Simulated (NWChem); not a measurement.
# C3H5N3; SMILES N=c1[nH]cc[nH]1

```xyz
11

N      0.0765    -2.0732     0.0000
C     -0.0021    -0.7953     0.0000
N      1.0891     0.0553     0.0000
C      0.6985     1.3836     0.0000
C     -0.6523     1.4052     0.0000
N     -1.0800     0.0813     0.0000
H     -0.8471    -2.5014     0.0000
H      2.0317    -0.3035     0.0000
H      1.4115     2.2026     0.0000
H     -1.3426     2.2432     0.0000
H     -2.0397    -0.2268     0.0000
```
Atoms are numbered in this order, from 1.

Computed with NWChem. Pople sets run with spherical d functions. Coordinates come from a PBE0/def2-SVP optimisation. Atomic charges in e: unrestrained fits to the electrostatic potential beside Mulliken populations; buried atoms are poorly determined by the fit.

For level B3LYP/def2-SVP:

- ESP N1: -0.85
- Mulliken N1: -0.14
- ESP C2: 0.49
- Mulliken C2: -0.01
- Mulliken N3: -0.13

### Question
What are these values for level Hartree-Fock/6-31G*?

### Answer
| Item | Result |
|---|---|
| ESP N1 | -0.97 |
| Mulliken N1 | -0.81 |
| ESP C2 | 0.65 |
| Mulliken C2 | 0.89 |
| Mulliken N3 | -0.83 |
